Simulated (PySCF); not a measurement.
Field gradients at the hydrogen positions

C₄H₁₀OSSi₂.
Numbering: `[CH3:1][C:2](=[S:3])[Si@H:4]1[CH2:5][CH2:6][SiH2:7][O:8]1` (hydrogens: H9, H10, H11 on C1; H12 on Si4; H13, H14 on C5; H15, H16 on C6; H17, H18 on Si7)

Structure used (GFN2-xTB), in Å, numbered top down from 1:
```
atom  x, y, z in Å
C1     2.4203    0.2560    1.2978
C2     2.1441   -0.2742   -0.0594
S3     3.2324   -1.1865   -0.8541
Si4    0.4966    0.0751   -0.9140
C5    -0.8495   -1.2333   -0.5749
C6    -2.1756   -0.4666   -0.4573
Si7   -1.7953    1.2747    0.2246
O8    -0.2035    1.3546   -0.1698
H9     1.6690   -0.1162    1.9956
H10    3.4136   -0.0228    1.6450
H11    2.3217    1.3419    1.2813
H12    0.6898    0.4140   -2.3196
H13   -0.9135   -2.0089   -1.3368
H14   -0.6413   -1.7430    0.3690
H15   -2.6138   -0.3652   -1.4521
H16   -2.8955   -1.0290    0.1371
H17   -2.4541    2.3500   -0.5024
H18   -1.8542    1.3857    1.6782
```

Level: PBE0/pcSseg-1 (PySCF, non-relativistic); Q(2H) = 0.00286 b; rigid geometry, the same for H and D, with no vibrational averaging.

Question: Rank these positions by the coupling χzz of a deuteron there, largest first.
A. H18 (Si–H hydrogen)
B. H11 (methyl hydrogen)
C. H16 (methylene hydrogen)

Answer: C (213 kHz), B (207 kHz), A (110 kHz).

Q: What are Vzz, η and χzz (234.96 MHz × Q × Vzz) at all hydrogens?

A: 
```tsv
atom	bonded to	bond length (Å)	Vzz (au)	η	χzz (kHz)
H9	C1	1.091	0.3100	0.04	208
H10	C1	1.089	0.3072	0.02	206
H11	C1	1.090	0.3076	0.04	207
H12	Si4	1.459	0.1635	0.01	110
H13	C5	1.089	0.3170	0.04	213
H14	C5	1.093	0.3097	0.03	208
H15	C6	1.092	0.3107	0.03	209
H16	C6	1.090	0.3167	0.04	213
H17	Si7	1.456	0.1655	0.01	111
H18	Si7	1.459	0.1634	0.01	110
```

Q: Average by the element that carries the hydrogen.

A: on C: 209 kHz over 7 positions, mean bond length 1.090 Å; on Si: 110 kHz over 3 positions, mean bond length 1.458 Å.

Q: Give the 2H NMR doublet splittings at H15 for a magnetic field along the z, y and x axes of the gradient: 3χ/2, 3χ(1 + η)/4, 3χ(1 − η)/4.

A: With |χ| = 208.8 kHz and η = 0.034: 313, 162 and 151 kHz, to first order and without motion.

Geometry: GFN2-xTB, one conformer, isolated molecule. GFN2-xTB bond lengths can be off by several hundredths of an ångström, more for odd bonds, and the gradients follow them. The small basis limits the accuracy of the gradients.
